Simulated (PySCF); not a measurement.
Gas-phase reaction: 3 GaH₃.NH₃ + 2 N = 3 GaH + 5 NH₃

Method: PySCF energies plus ideal-gas RRHO corrections (1 bar). † marks an energy on the PBE0/def2-TZVP geometry and frequencies. CCSD(T) freezes the core. Open shells (unrestricted): N (multiplicity 4); the rest are closed-shell singlets. B3LYP is the form with VWN-RPA correlation. Ga: all electrons, no relativistic terms. Adducts (GaH₃.NH₃) have no counterpoise correction, and HF, PBE, BLYP, B3LYP and PBE0 lack dispersion. GaH₃.NH₃, GaH: computed as isolated molecules; such fragments, hydroxides, amides, oligomers or adducts are transient or little studied in the gas. CCSD(T) isn't extrapolated to the basis-set limit; its ΔH°(298 K) is -335.1 kJ in def2-SVP and -442.4 kJ in def2-TZVPP. The harmonic model lacks anharmonicity and excited electronic states, which grow with temperature; levels with a mode under 35 cm⁻¹ are left out. Soft modes under 120 cm⁻¹ make the harmonic entropy rough for GaH₃.NH₃.

ΔH° and ΔS° at 298 K: B3LYP/def2-TZVP† -621 kJ, 404 J/K; BLYP/def2-TZVP† -702 kJ, 404 J/K; CCSD(T)/def2-TZVPP† -442 kJ, 404 J/K; HF/def2-TZVP† -86 kJ, 404 J/K.

Q: With the heat capacities included, give log10 K (1 bar) at 600, 1600, 1800, 2000, 2500 K from B3LYP/def2-TZVP†, BLYP/def2-TZVP†, CCSD(T)/def2-TZVPP†, HF/def2-TZVP†.

A: 
```tsv
T (K)	B3LYP/def2-TZVP†	BLYP/def2-TZVP†	CCSD(T)/def2-TZVPP†	HF/def2-TZVP†
600	74.8	81.9	59.2	28.2
1600	38.8	41.5	33.0	21.4
1800	36.2	38.6	31.0	20.7
2000	34.1	36.2	29.4	20.1
2500	30.1	31.8	26.3	18.9
```
